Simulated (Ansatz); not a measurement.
Total energies of VCl3 from Ansatz at HF/def2-TZVP, gas phase (1 Eh = 27.2114 eV = 2625.5 kJ/mol). The reference geometry is relaxed at r2SCAN-D4/def2-SVP.

Cartesian coordinates in Å:
```
V 0.0420 -0.0243 -0.0260
Cl 1.6910 -0.9627 -1.0422
Cl -1.8939 0.2823 -0.9364
Cl 0.1609 0.7047 2.0047
```

| state | geometry | energy (Eh) |
| --- | --- | --- |
| charge 0 triplet | reference | -2321.60989 |
| charge 1 doublet | reference | -2321.18387 |
| free V atom (quartet) | – | -942.87233 |
| free Cl atom (doublet) | – | -459.47681 |

In CCSD on the charge 1 doublet the largest single amplitude is 0.17, so its Hartree–Fock determinant may place the open shell otherwise than the density functionals do.

Other spin states of the ions weren't run at this level and may lie lower.

**Question.** Work out the vertical ionisation energy to the doublet.

**Answer.** E(charge 1 doublet) − E(charge 0 triplet) = -2321.18387 − (-2321.60989) = 0.42602 Eh = 11.59 eV. For comparison, −ε of the highest occupied level of the spin that leaves is 12.38 eV at this level, 0.79 eV more.

**Question.** What is the binding energy per atom against free atoms?

**Answer.** Atoms: 1 × (-942.87233) + 3 × (-459.47681) = -2321.30276 Eh. Binding: -2321.30276 − (-2321.60989) = 0.30713 Eh = 8.36 eV, or 2.09 eV for each of 4 atoms (no zero-point energy, no counterpoise term).

At CCSD(T)/def2-TZVP the charge 1 doublet is spin-contaminated (final ⟨S²⟩ up to 0.89, 0.75 for a pure state).  The singlet lies 1.87 eV above the triplet at this level but is left out (at the level of its geometry, restricted singlet, unstable towards broken spin symmetry at other levels and untested here).
